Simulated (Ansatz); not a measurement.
`[OH][Y]([Cl])[Cl]` + H₂O → `[OH][Y]([OH])[Cl]` + HCl at 298.15 K and 1 bar (formal hydrolysis of a Y–Cl bond).

Calculated with Ansatz (gas phase, PBE0-D4/def2-TZVP geometries, no zero-point term in ΔE). CCSD(T)/CBS adds triple-zeta CCSD(T) − MP2 to the extrapolated MP2 energy (def2 sets, frozen cores). This one scheme is used for every species. def2 core potentials past Kr. For Y outer-core shells are correlated without core-valence functions, which leaves a few kJ/mol of doubt a bond. One conformer a species, not always the lowest.

```
            species  CCSD(T)/CBS energy (Eh)  H − E (kJ/mol)  S (J/(mol·K))
`[OH][Y]([Cl])[Cl]`              -1033.83051            57.9          358.8
                H₂O                -76.37941            66.4          188.7
`[OH][Y]([OH])[Cl]`               -649.80681            89.1          355.8
                HCl               -460.38127            26.6          186.8
```

H − E and S are ideal-gas, rigid-rotor, harmonic terms from PBE0-D4/def2-TZVP, for one conformer and one mirror image of each species. 1 Eh = 2625.50 kJ/mol, R = 8.31446 J/(mol·K).

Problem. By hand: ΔE, ΔH, ΔS and ΔG.

Solution. ΔE = (-649.80681) + (-460.38127) − (-1033.83051) − (-76.37941) = 0.02184 Eh = 57.3 kJ/mol. Δ(H − E) = 89.1 + 26.6 − 57.9 − 66.4 = -8.6, so ΔH = 48.7 kJ/mol. ΔS = 355.8 + 186.8 − 358.8 − 188.7 = -4.9 J/(mol·K). ΔG = 48.7 − 298.15 × (-4.9)/1000 = 50.2 kJ/mol.

Problem. By hand: the equilibrium constant, and the temperature at which ΔG would vanish if ΔH and ΔS stayed fixed.

Solution. log₁₀ K = −ΔG/(RT ln 10) = -8.8. ΔH and −TΔS have one sign here, so there is no such temperature.

The number of gas molecules stays the same, so ΔS is small and ΔH decides. A doubt of 5 kJ/mol in ΔE shifts log₁₀ K by 0.9 here. Other conformers and mirror images would add mixing entropy, several J/(mol·K) or more a flexible species. Modes under 60 cm⁻¹, often nearly free rotors, make the harmonic entropy too high. These are equilibria of isolated gas molecules and say nothing of rates. Largest T1 diagnostic: 0.013 (customary marks: 0.02 for closed shells, 0.045 for open ones).

ΔS is within the doubt of such terms, so its sign, and with it that verdict, could turn.
